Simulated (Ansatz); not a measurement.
Rb₄⁻, relaxed as a quartet with UKS PBE/def2-TZVPD in Ansatz, starting from the PBE/def2-TZVPD geometry of the charge -1 doublet. Force threshold 0.02 eV/Å.

In the def2 sets Rb takes a core potential; there is no spin–orbit coupling. The highest occupied level of the charge -1 quartet lies above zero (up to 0.24 eV). The electron is either unbound and held by the finite basis, or the level is raised by self-interaction error. At PBE/def2-TZVPD a doublet of charge -1 lies 0.34 eV below the quartet, each at its own geometry. The structure comes from a short search, and lower isomers may exist.

Start:

```
atom   x (Å)   y (Å)   z (Å)
 Rb1  -0.124  -0.893   2.313
 Rb2   0.148   0.900  -2.310
 Rb3  -1.307   3.675   1.332
 Rb4   1.283  -3.682  -1.335
```

Q: Estimate the energy that the relaxation releases and the steps that it takes.

A: 0.5 kcal/mol, in 4 steps; 9.5 s on 4 threads of Arm Neoverse V1 on a shared host. The force fell under the threshold at step 3, but the optimiser went on and released 0.002 eV more. No frequencies were taken in this run, so the end may be a saddle point.

Q: Does the start keep its bonding and symmetry?

A: By distances, no bond broke or formed. The bond that changes most is Rb1–Rb4, from 4.80 to 5.05 Å (atoms count from 1). Point group D2h at the start, D2h at the end, both within 0.05 Å; within 0.015 Å the end is C2v.

Q: Predict the relaxed structure.

A: 
Cartesian coordinates in Å:
```
Rb -0.116 -0.863 2.258
Rb 0.154 0.874 -2.252
Rb -1.412 3.950 1.435
Rb 1.374 -3.961 -1.441
```
Bond lengths (bridged metal pairs left out): 5 × Rb–Rb 4.84 to 5.05 Å.
